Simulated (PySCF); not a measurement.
C2H7InO2, SMILES [O](C)[InH][O]C. Atoms are numbered in the order given.

```xyz
12

In    -0.4570     0.0639     0.3958
H     -1.4640    -0.0578     1.7580
O      1.3015    -0.8477     0.0922
C      1.9414    -1.6969     1.0038
H      1.3569    -1.9105     1.9239
H      2.1638    -2.6743     0.5322
H      2.9092    -1.2675     1.3312
O     -0.7982     1.1459    -1.2391
C      0.1120     1.1686    -2.3153
H      1.0109     0.5453    -2.1509
H     -0.3815     0.8109    -3.2397
H      0.4508     2.2054    -2.5054
```

The structure is a stationary point at r2SCAN-D4/def2-SVP. The structure was generated by enumeration; whether it is a known compound was not checked. The def2 effective core potentials stand for the cores of In; spin–orbit coupling is left out. Other conformers were not sampled.

Calculation: M06-2X/def2-TZVP run with PySCF.

Atomic charges (e):

```json
[
 {"atom": "In1", "Löwdin": "0.53", "Mulliken": "0.92"},
 {"atom": "H2", "Löwdin": "-0.08", "Mulliken": "-0.03"},
 {"atom": "O3", "Löwdin": "-0.13", "Mulliken": "-0.59"},
 {"atom": "C4", "Löwdin": "-0.41", "Mulliken": "-0.22"},
 {"atom": "H5", "Löwdin": "0.10", "Mulliken": "0.10"},
 {"atom": "H6", "Löwdin": "0.10", "Mulliken": "0.13"},
 {"atom": "H7", "Löwdin": "0.10", "Mulliken": "0.12"},
 {"atom": "O8", "Löwdin": "-0.13", "Mulliken": "-0.59"},
 {"atom": "C9", "Löwdin": "-0.40", "Mulliken": "-0.23"},
 {"atom": "H10", "Löwdin": "0.11", "Mulliken": "0.14"},
 {"atom": "H11", "Löwdin": "0.10", "Mulliken": "0.12"},
 {"atom": "H12", "Löwdin": "0.10", "Mulliken": "0.12"}
]
```
